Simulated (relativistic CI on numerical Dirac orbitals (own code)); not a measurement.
# Ti⁺ in a cubic cluster: 3p photoemission with charge transfer

Computed with a charge-transfer multiplet model of a cubic metal-ligand cluster with up to one ligand hole, Slater and spin-orbit integrals from Dirac-Coulomb-Breit ions, Slater integrals scaled by 0.8. The ground state mixes d3 with configurations of k ligand holes L, whose averages lie at kΔ + k(k − 1)U_dd/2; a core hole lowers each added d electron by U_cd. 300 K, Lorentzian 0.9 eV and Gaussian 0.8 eV FWHM.

Atomic integrals in eV (Slater integrals scaled, ζ unscaled), ground: F2dd 5.409, F4dd 3.320, zeta_d 0.009; with the core hole: F2dd 6.732, F4dd 4.191, zeta_d 0.013, zeta_core 0.417, F2cd 7.595, G1cd 9.492, G3cd 5.705.

Cluster parameters (eV): U_dd = 5.6, U_cd = 7.2, 10Dq = 0.35, 10Dq(ligand) = 1.3, V(eg) = 1.25, V(t2g) = -0.58, final-state hopping factor = 1.

Weights, n_d and S are thermal averages at 300 K. Binding energies count from the first peak over 30 % of the highest in each spectrum, which can be another peak from case to case. The parameters are a model scan and need not match a compound or its usual spin state. Peaks in eV (height, largest 100): 0.0 (78), 2.0 (100), 7.4 (68), 10.6 (36), 15.4 (30), 20.3 (13), 22.6 (8).

Task: Which parameters give this spectrum?
A. Δ = 8.4 eV
B. Δ = 5.4 eV
C. Δ = 7.4 eV

Result: B. Δ = 5.4 eV; the ground state then has 3.17 d electrons and S = 1.50. The choice follows from running the model for each set and comparing peak positions and heights. The space is cut while the next configuration still counts.
